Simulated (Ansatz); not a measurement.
Computed with Ansatz on PBE0-D4/def2-TZVP structures; ΔE is electronic, products minus reactants. CCSD(T)/CBS adds triple-zeta CCSD(T) − MP2 to the extrapolated MP2 energy (def2 sets, frozen cores). Functionals use def2-TZVPP. B3LYP here is the variant with VWN-RPA as its local correlation; programs differ in this. One conformer a species, not always the lowest.

Consider the isomerisation: `CO[Si](N)(F)F` → `NC(F)O[SiH2]F`.

`CO[Si](N)(F)F`:

Cartesian coordinates in Å:
```
C 1.385 0.126 -1.326
O 0.139 0.389 -0.712
Si -0.491 -0.396 0.544
N -1.693 0.551 1.225
F 0.705 -0.788 1.518
F -1.130 -1.794 0.157
H 1.680 1.014 -1.886
H 1.301 -0.715 -2.019
H 2.158 -0.098 -0.586
H -1.604 1.547 1.323
H -2.448 0.164 1.762
```

`NC(F)O[SiH2]F`:

Cartesian coordinates in Å:
```
N -0.488 -1.092 -1.662
C -0.243 0.015 -0.846
F -1.425 0.584 -0.331
O 0.525 -0.370 0.226
Si 0.755 0.466 1.618
F 1.314 1.920 1.277
H -0.909 -1.850 -1.139
H -1.058 -0.851 -2.460
H 0.226 0.823 -1.416
H -0.490 0.642 2.389
H 1.794 -0.288 2.344
```

(1) Is it downhill or uphill in electronic energy at CCSD(T)/CBS, and by how much? (Estimate.)

(2) What do these levels give: PBE0-D4, ωB97M-V, B2PLYP, r2SCAN, B3LYP, MP2/def2-TZVPP, SCS-MP2/def2-TZVPP, CCSD/def2-TZVPP, HF/def2-QZVPP, HF/CBS(def2), MP2/CBS(def2), CCSD/CBS(def2)? (An estimate is asked.)

Largest T1 diagnostic among the species: 0.012.

## Answers

(1) Computed: Uphill: ΔE = +73.9 kcal/mol.

(2) The calculation gave: PBE0-D4 69.4, ωB97M-V 71.1, B2PLYP 72.1, r2SCAN 71.1, B3LYP 70.5, MP2/def2-TZVPP 74.4, SCS-MP2/def2-TZVPP 73.2, CCSD/def2-TZVPP 73.0, HF/def2-QZVPP 74.5, HF/CBS(def2) 74.6, MP2/CBS(def2) 76.3, CCSD/CBS(def2) 74.9 kcal/mol.

From PBE to PBE0 (25 % exact exchange), in def2-TZVPP and without D4, ΔE moves by +3.0 kcal/mol.
